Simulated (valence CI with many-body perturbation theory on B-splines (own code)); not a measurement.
# Hf: calculated level list

Level of theory: relativistic CI+MBPT: four valence electrons over a frozen Dirac-Fock core [Xe] 4f14, radial functions for each j: 7 s, 7 p, 8 d, 6 f, 4 g, 1 h, with the one-electron correlation potential Σ1, the two-electron term Σ2, the three-electron term Σ3, Breit, model QED; selected CI, second order for the rest, scaled by the run's own slope (own B-spline code, finite nucleus).

Set against measurement, 28 paired levels are off by 252 cm⁻¹ on average, the worst by 727. These come from a selection out of the NIST Handbook of Basic Atomic Spectroscopic Data. Levels without a partner in it may be off by more, other configurations by 1,000 to 4,000 cm⁻¹. Among the levels kept, up to 870 cm⁻¹ of a level comes from second order outside the variational space, and about a tenth of that is noise between levels of different J, which matters for small intervals.

Levels 136 to 180 of 222, with energies above the lowest level, 5d²6s² ³F_2. "Leading %" is the weight of the configuration and term that name the level; weights of strongly mixed levels are sums over their largest components and can fall short. In the jj column 3d3/2^4 stands for four electrons in 3d with j = 3/2.

| No. | Configuration | Term | J | E (eV) | Leading % | g | Second component | Leading jj |
| --- | --- | --- | --- | --- | --- | --- | --- | --- |
| 136 | 6s²6p² | ³P | 0 | 4.870 | 42 |  | 12 % 5d⁴ ⁵D | 6s^2 6p1/2^2 (36 %) |
| 137 | 5d⁴ | ⁵D | 3 | 4.885 | 79 | 1.481 |  | 5d3/2^2 5d5/2^2 (41 %) |
| 138 | 5d²6s6p | ³D° | 1 | 4.891 | 52 | 0.594 | 8 % 5d³6p ³D° | 5d3/2 5d5/2 6s 6p3/2 (21 %) |
| 139 | 5d²6s7s | ⁵F | 2 | 4.892 | 68 | 0.982 | 8 % 5d²6s7s ³F | 5d3/2^2 6s 7s (50 %) |
| 140 | 5d6s6p² | ⁵F | 1 | 4.916 | 68 | 0.144 | 6 % 5d³6s ³D | 5d3/2 6s 6p1/2^2 (35 %) |
| 141 | 5d³6p | ⁵G° | 3 | 4.955 | 89 | 0.930 |  | 5d3/2^2 5d5/2 6p1/2 (44 %) |
| 142 | 5d²6s6p | ³D° | 2 | 4.959 | 50 | 1.206 | 5 % 5d²6s7p ³D° | 5d3/2 5d5/2 6s 6p3/2 (37 %) |
| 143 | 5d⁴ | ⁵D | 4 | 4.984 | 75 | 1.472 | 5 % 5d⁴ ³F | 5d3/2^2 5d5/2^2 (32 %) |
| 144 | 5d6s6p² | ⁵F | 2 | 4.985 | 25 | 0.988 | 18 % 5d²6s7s ³F | 5d3/2^2 6s 7s (17 %) |
| 145 | 5d²6s6p | ¹P° | 1 | 5.017 | 42 | 1.182 | 12 % 5d²6s6p ³S° | 5d3/2 5d5/2 6s 6p3/2 (28 %) |
| 146 | 5d6s6p² | ⁵F | 2 | 5.018 | 33 | 1.011 | 14 % 5d³6s ¹D | 5d3/2 6s 6p1/2 6p3/2 (13 %) |
| 147 | 6s²6p² | ³P | 1 | 5.021 | 33 | 1.448 | 23 % 5d6s6p² ³P | 6s^2 6p1/2 6p3/2 (33 %) |
| 148 | 5d²6s7s | ⁵F | 3 | 5.035 | 61 | 1.257 | 18 % 5d6s²7s ³D | 5d3/2 5d5/2 6s 7s (48 %) |
| 149 | 5d²6s6p | ³D° | 3 | 5.049 | 36 | 1.235 | 7 % 5d²6s6p ¹F° | 5d3/2 5d5/2 6s 6p3/2 (32 %) |
| 150 | 5d²6s7s | ³F | 2 | 5.069 | 16 | 1.173 | 12 % 5d6s6p² ³P | 5d3/2 6s 6p1/2 6p3/2 (28 %) |
| 151 | 5d²6s6p | ³F° | 2 | 5.083 | 37 | 0.770 | 21 % 5d6s²7p ³F° | 5d3/2 5d5/2 6s 6p3/2 (41 %) |
| 152 | 5d²6s6p | ³F° | 4 | 5.088 | 59 | 1.225 | 7 % 5d6s²6p ³F° | 5d3/2 5d5/2 6s 6p1/2 (28 %) |
| 153 | 5d²6s7s | ³F | 2 | 5.107 | 20 | 1.046 | 13 % 5d6s6p² ⁵F | 5d3/2 6s 6p1/2 6p3/2 (22 %) |
| 154 | 5d6s²7p | ³P° | 0 | 5.118 | 36 |  | 28 % 5d²6s6p ³P° | 5d3/2 6s^2 7p3/2 (36 %) |
| 155 | 5d6s²7p | ³P° | 1 | 5.119 | 25 | 1.317 | 18 % 5d²6s6p ³P° | 5d3/2 5d5/2 6s 6p3/2 (28 %) |
| 156 | 5d³6p | ⁵G° | 4 | 5.132 | 85 | 1.153 |  | 5d3/2 5d5/2^2 6p1/2 (32 %) |
| 157 | 5d6s6p² | ⁵F | 3 | 5.163 | 44 | 1.172 | 12 % 5d²6s7s ³F | 5d3/2 6s 6p1/2 6p3/2 (39 %) |
| 158 | 5d²6s6p | ³F° | 3 | 5.166 | 52 | 1.115 | 6 % 5d6s²7p ³F° | 5d5/2^2 6s 6p3/2 (32 %) |
| 159 | 5d²6s6p | ¹D° | 2 | 5.172 | 15 | 0.977 | 14 % 5d²6s6p ³F° | 5d3/2 5d5/2 6s 6p3/2 (22 %) |
| 160 | 5d²6s6p | ³S° | 1 | 5.176 | 40 | 1.532 | 15 % 5d²6s6p ¹P° | 5d3/2 5d5/2 6s 6p3/2 (21 %) |
| 161 | 5d²6s7s | ⁵F | 4 | 5.177 | 86 | 1.340 | 7 % 5d²6s7s ³F | 5d3/2 5d5/2 6s 7s (82 %) |
| 162 | 5d²6s6p | ³P° | 2 | 5.217 | 13 | 1.062 | 10 % 5d²6s6p ³F° | 5d3/2 5d5/2 6s 6p3/2 (26 %) |
| 163 | 5d²6s6p | ¹H° | 5 | 5.221 | 45 | 1.019 | 35 % 5d³6p ¹H° | 5d5/2^2 6s 6p3/2 (24 %) |
| 164 | 5d6s6p² | ⁵F | 3 | 5.242 | 31 | 1.160 | 25 % 5d²6s7s ³F | 5d3/2 5d5/2 6s 7s (30 %) |
| 165 | 5d6s²7p | ³F° | 2 | 5.248 | 23 | 0.959 | 8 % 5d6s²7p ¹D° | 5d3/2 6s^2 7p3/2 (34 %) |
| 166 | 5d³6p | ⁵F° | 1 | 5.262 | 63 | 0.156 | 8 % 5d²6s7p ⁵F° | 5d3/2^2 5d5/2 6p3/2 (17 %) |
| 167 | 5d6s²6d | ³G | 3 | 5.263 | 52 | 0.813 | 9 % 5d²6s6d ³G | 5d3/2 6s^2 6d3/2 (62 %) |
| 168 | 5d6s²7p | ¹F° | 3 | 5.263 | 25 | 1.042 | 16 % 5d6s²7p ³F° | 5d3/2 6s^2 7p3/2 (40 %) |
| 169 | 5d⁴ | ³P | 0 | 5.266 | 21 |  | 10 % 5d6s²6d ³P | 5d3/2 6s^2 6d3/2 (17 %) |
| 170 | 5d6s²6d | ³D | 1 | 5.266 | 40 | 0.766 | 23 % 5d6s²6d ¹P | 5d3/2 6s^2 6d3/2 (66 %) |
| 171 | 5d6s²6d | ³G | 4 | 5.287 | 24 | 1.092 | 14 % 5d6s²6d ¹G | 5d3/2 6s^2 6d5/2 (44 %) |
| 172 | 5d6s²7p | ³D° | 1 | 5.298 | 49 | 0.509 | 13 % 5d²6s7p ³D° | 5d3/2 6s^2 7p1/2 (33 %) |
| 173 | 5d²6s6p | ¹F° | 3 | 5.306 | 31 | 1.083 | 9 % 5d²6s6p ³D° | 5d5/2^2 6s 6p3/2 (31 %) |
| 174 | 5d³6p | ⁵G° | 5 | 5.334 | 89 | 1.259 |  | 5d3/2 5d5/2^2 6p3/2 (43 %) |
| 175 | 5d6s²6d | ³D | 2 | 5.336 | 38 | 1.100 | 11 % 5d6s²6d ³F | 5d3/2 6s^2 6d5/2 (56 %) |
| 176 | 5d³6p | ⁵F° | 2 | 5.338 | 60 | 1.003 | 7 % 5d²6s7p ⁵F° | 5d3/2^2 5d5/2 6p1/2 (23 %) |
| 177 | 5d6s²6d | ³S | 1 | 5.344 | 25 | 1.541 | 24 % 5d6s²6d ³P | 5d3/2 6s^2 6d5/2 (61 %) |
| 178 | 5d6s6p² | ⁵D | 0 | 5.354 | 70 |  | 6 % 5d6s6p² ³P | 5d3/2 6s 6p1/2 6p3/2 (74 %) |
| 179 | 5d6s²6d | ³F | 2 | 5.355 | 26 | 0.858 | 16 % 5d6s²6d ¹D | 5d3/2 6s^2 6d3/2 (46 %) |
| 180 | 5d³6p | ⁵F° | 2 | 5.378 | 18 | 1.024 | 16 % 5d6s²7p ³D° | 5d5/2^2 6s 6p3/2 (23 %) |

Names give the largest LS component (configuration and term), which can be under half, so a name can repeat, a term be missing and a line seem to break the LS rules; names also repeat where a configuration has a term twice.

Where two levels of one J and parity lie close, their mixing, g and order are uncertain.
